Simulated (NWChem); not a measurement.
Species: CH₄BFO₂; SMILES C(B(O)F)O

```xyz
9

O      0.1177     1.9500     0.1633
C     -0.7302     0.8598    -0.1048
B     -0.0417    -0.5504     0.0059
O     -0.7564    -1.6891     0.0648
F      1.2991    -0.6159     0.0005
H      0.9865     1.7423    -0.1954
H     -1.2031     0.9309    -1.1110
H     -1.5783     0.9007     0.6000
H     -0.2051    -2.4798     0.0924
```
Atoms are numbered in this order, from 1.

Computed with NWChem. Pople sets run with spherical d functions. All runs use the structure optimised with PBE0/def2-SVP. Atomic charges in e: unrestrained fits to the electrostatic potential beside Mulliken populations; buried atoms are poorly determined by the fit.

For level B3LYP/def2-SVP:

```
Quantity     Value
-----------  -----
Mulliken O1  -0.32
Mulliken C2   0.16
ESP B3        0.55
Mulliken B3   0.01
ESP O4       -0.67
Mulliken O4  -0.11
Mulliken F5  -0.14
```

### Question
How do the values read with level Hartree-Fock/6-31G* instead?

### Answer
| Item | Result |
|---|---|
| Mulliken O1 | -0.78 |
| Mulliken C2 | -0.20 |
| ESP B3 | 0.72 |
| Mulliken B3 | 0.85 |
| ESP O4 | -0.79 |
| Mulliken O4 | -0.72 |
| Mulliken F5 | -0.42 |
